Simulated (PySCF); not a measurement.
# Structure from NMR data

The spectra below were simulated for a compound C7H5ClFN.

1H NMR (400 MHz, computed): δ 7.22 (s, 1H), 2.99 (m, 2H), 2.86 (m, 2H).

13C{1H} NMR (computed): δ 145.6 (C), 141.0 (C), 135.8 (CH), 135.5 (C), 118.6 (C), 27.3 (CH2), 26.3 (CH2).

PySCF calculation with GIAO PBE0/pcSseg-1 shieldings and structure optimised with GFN2-xTB; no relativistic terms, isolated molecule, averaged over atoms made equivalent by symmetry, fast rotation or ring inversion, one conformer.

Referencing at the same level of theory: 1H (σ = 31.72 ppm), 13C (σ = 186.93 ppm) vs TMS.

Deduce the structure.

Results:


1. Rings plus π bonds: 5 (1 ring in the answer).
2. 7 carbon signals for 7 carbons: no two carbons are equivalent.
3. Carbon types of the structure: 4 × C, 1 × CH, 2 × CH2, which accounts for all hydrogens.
4. δC 145.6, 141.0, 135.5: fully substituted alkene carbon; as expected for a trigonal carbon in a double bond.
5. δC 135.8: alkene CH; the olefinic region.
6. δC 118.6: nitrile carbon; C≡N carbons fall here, among the sp2 signals but without a proton.
7. δC 27.3, 26.3: allylic sp3 CH2; aliphatic region, no heteroatom directly attached.
8. δH 7.22: hydrogen on an alkene CH; olefinic region.
9. δH 2.99, 2.86: hydrogen on an allylic sp3 CH2; allylic position.

Structure: SMILES N#C/C(F)=C1/CC/C1=C\Cl.

The data come from this structure; uniqueness wasn't tested.

Carbons that carry Cl, above all several Cl atoms, come out too deshielded, partly because spin–orbit coupling is missing. Splittings by 19F in the carbon and heteronuclear signals aren't shown, as no couplings were computed. Shifts are as computed. Against solution values, carbons near 30 ppm lie about +3 ppm off and those near 130 ppm about +5 ppm; carbons on Cl a further +6 ppm. Of 1211 compounds with measured shifts, 218 miss one by over three times the rms of a fit or turn the order of signals round; such compounds aren't used in these exercises. Multiplicities follow the n + 1 count of equivalent neighbours, as no J values were calculated; m marks all less simple cases, F and P coupling included.
